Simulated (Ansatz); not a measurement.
Question: Name a neutral molecule of Al, B, C, O and H with HOMO–LUMO gap (ωB97M-V/def2-TZVPP) between 11.20 and 11.50 eV and HOMO energy (B3LYP/def2-TZVPP) between -7.60 and -7.30 eV (Ansatz, PBE0-D4/def2-TZVP geometry).

Answer: `[CH3][Al]([CH3])[O]B(O)O` (11.29 eV, -7.44 eV). Other molecules can fit too; these were computed, each in one conformer that needn't be the lowest.

B3LYP here is the variant with VWN-RPA as its local correlation; programs differ in this.
